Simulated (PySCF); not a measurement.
SMILES [SiH2][SiH2][SiH3] (H₇Si₃), doublet, PBE0/def2-SVP optimised geometry.

```
10

Si     1.96     1.09    -1.92
Si     1.19     0.00     0.00
Si    -1.16     0.00     0.00
H      3.44     1.25    -2.01
H      1.42     0.52    -3.19
H      1.69    -1.41     0.09
H      1.69     0.75     1.20
H     -1.69    -0.70     1.21
H     -1.67    -0.69    -1.23
H     -1.67     1.41     0.00
```

Density from unrestricted PBE0/def2-TZVP in PySCF at that geometry.

Minimum of the electron density along straight lines between bonded atoms, close to the bond critical point (lines longer than 1.1 times the sum of covalent radii, or with two minima, are not listed):

| bond | length / Å | ρ at the minimum / e bohr⁻³ | ∇²ρ there / e bohr⁻⁵ | position (fraction from the first atom) |
|---|---|---|---|---|
| Si1–Si2 | 2.333 | 0.091 | -0.15 | 0.54 |
| Si2–Si3 | 2.348 | 0.092 | -0.16 | 0.50 |
| Si1–H4 | 1.496 | 0.117 | 0.14 | 0.49 |
| Si1–H5 | 1.496 | 0.117 | 0.14 | 0.49 |
| Si2–H6 | 1.501 | 0.116 | 0.15 | 0.49 |
| Si2–H7 | 1.497 | 0.116 | 0.15 | 0.49 |
| Si3–H8 | 1.495 | 0.117 | 0.15 | 0.49 |
| Si3–H9 | 1.496 | 0.117 | 0.15 | 0.49 |
| Si3–H10 | 1.495 | 0.118 | 0.15 | 0.49 |
